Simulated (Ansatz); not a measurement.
CH6AlBFN (`CB(F)[NH][AlH2]`). Charge 0, multiplicity 1. All single points use the PBE0-D4/def2-TZVP geometry. It is one conformer, not always the lowest.

```xyz
11

C    -1.069   -0.564    1.460
B    -0.182   -0.111    0.271
F    -0.824    0.724   -0.730
N     1.110   -0.261   -0.161
Al    0.932    0.759   -1.702
H    -0.525   -1.194    2.164
H    -1.455    0.304    2.003
H    -1.940   -1.120    1.101
H     1.808   -0.792    0.324
H     0.704   -0.003   -3.071
H     1.440    2.258   -1.659
```

Q: What is the dipole moment at PBE/def2-TZVPP? (Best estimate.)

A: Computed: 2.59 D, with components (0.04, -1.38, 2.19) D in this frame, pointing from negative to positive charge.

Q: And with r2SCAN, B3LYP, ωB97M-V? (Estimate.)

A: The calculation gave: r2SCAN 2.70 D, B3LYP 2.64 D, ωB97M-V 2.69 D.

Q: Give the Mulliken charges with PBE, B3LYP, r2SCAN in def2-TZVPP. (Best estimate.)

A: The calculation gave: 
```csv
atom,PBE,B3LYP,r2SCAN
C1,-0.33,-0.30,-0.22
B2,0.26,0.33,0.38
F3,-0.23,-0.28,-0.28
N4,-0.21,-0.27,-0.31
Al5,0.34,0.44,0.46
H6,0.10,0.09,0.06
H7,0.11,0.10,0.07
H8,0.11,0.10,0.07
H9,0.13,0.12,0.12
H10,-0.14,-0.16,-0.18
H11,-0.14,-0.16,-0.18
```

B3LYP here is the variant with VWN-RPA as its local correlation; programs differ in this.
